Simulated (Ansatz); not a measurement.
Relaxation of Cl3FH2HfO (8 atoms, charge 0, multiplicity 1), to a largest force component of 0.03 eV/Å in at most 50 steps.

Computed with RKS PBE0-D4/def2-SVP in Ansatz.

```xyz
8
Properties=species:S:1:pos:R:3
Hf -0.123 0.022 -0.071
Cl -0.141 0.152 2.407
Cl 1.978 0.383 -1.037
O -1.191 1.457 -0.642
H -1.834 2.073 -1.000
Cl -1.181 -1.879 -0.930
F 1.524 -2.290 1.339
H 1.308 -1.954 2.174
```

Q: Where does it end, and by what steps?

A: The forces met the threshold. After 8 steps the energy has fallen by 0.339 eV; F7 moved furthest, 0.53 Å. Joined: Hf1–F7 (3.17 → 2.39 Å).

```tsv
step	energy less start (eV)	largest force component (eV/Å)	accepted
0	0.0000	1.306	yes
1	-0.1080	1.071	yes
2	-0.2471	0.408	yes
3	-0.3142	0.311	yes
4	-0.3309	0.095	yes
5	-0.3332	0.260	yes
6	-0.3339	0.279	yes
7	-0.3366	0.151	yes
8	-0.3394	0.024	yes
```

```xyz
8
Properties=species:S:1:pos:R:3
Hf -0.005 -0.190 0.016
Cl -0.145 0.113 2.418
Cl 2.040 0.330 -1.024
O -1.086 1.253 -0.518
H -1.650 1.973 -0.794
Cl -1.165 -2.009 -0.924
F 1.266 -1.899 1.093
H 1.086 -1.607 1.975
```

Whether the end is a true minimum wasn't checked by a vibrational analysis.

Time of the run: 29 s on 4 threads of Arm Neoverse V1, with other jobs on the host, peak memory 0.33 GiB.
